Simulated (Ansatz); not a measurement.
`[F][Al]1[CH2][SiH]1Cl` + H₂ → `Cl[SiH]1[CH2][AlH]1` + H–F at 700 K and 1 bar (hydrogenolysis of the Al–F bond).

Gas-phase electronic energies from Ansatz, PBE0-D4/def2-TZVP geometries. CCSD(T)/CBS adds triple-zeta CCSD(T) − MP2 to the extrapolated MP2 energy (def2 sets, frozen cores). This one scheme is used for every species.

```json
{"species": "`[F][Al]1[CH2][SiH]1Cl`", "CCSD(T)/CBS energy (Eh)": "-1130.60396", "H − E (kJ/mol)": "173.5", "S (J/(mol·K))": "462.6"}
{"species": "H₂", "CCSD(T)/CBS energy (Eh)": "-1.17544", "H − E (kJ/mol)": "46.8", "S (J/(mol·K))": "155.3"}
{"species": "`Cl[SiH]1[CH2][AlH]1`", "CCSD(T)/CBS energy (Eh)": "-1031.32235", "H − E (kJ/mol)": "178.5", "S (J/(mol·K))": "436.7"}
{"species": "H–F", "CCSD(T)/CBS energy (Eh)": "-100.39570", "H − E (kJ/mol)": "45.2", "S (J/(mol·K))": "198.5"}
```

H − E and S are ideal-gas, rigid-rotor, harmonic terms from PBE0-D4/def2-TZVP, for one conformer and one mirror image of each species. The MP2-based limit puts H₂ 0.8 mEh under its directly extrapolated value; such offsets cancel only in part. 1 Eh = 2625.50 kJ/mol, R = 8.31446 J/(mol·K).

Question: By hand: ΔE, ΔH, ΔS and ΔG.

Answer: ΔE = (-1031.32235) + (-100.39570) − (-1130.60396) − (-1.17544) = 0.06135 Eh = 161.1 kJ/mol. Δ(H − E) = 178.5 + 45.2 − 173.5 − 46.8 = 3.4, so ΔH = 164.5 kJ/mol. ΔS = 436.7 + 198.5 − 462.6 − 155.3 = 17.3 J/(mol·K). ΔG = 164.5 − 700 × (17.3)/1000 = 152.4 kJ/mol.

Question: By hand: the equilibrium constant, and the temperature at which ΔG would vanish if ΔH and ΔS stayed fixed.

Answer: log₁₀ K = −ΔG/(RT ln 10) = -11.4. ΔG = 0 at ΔH/ΔS = 9509 K, far beyond where these terms or the molecules hold.

ΔH outweighs TΔS. A doubt of 5 kJ/mol in ΔE shifts log₁₀ K by 0.4 here. Other conformers and mirror images would add mixing entropy, several J/(mol·K) or more a flexible species. These are equilibria of isolated gas molecules and say nothing of rates. Largest T1 diagnostic: 0.013 (customary marks: 0.02 for closed shells, 0.045 for open ones).
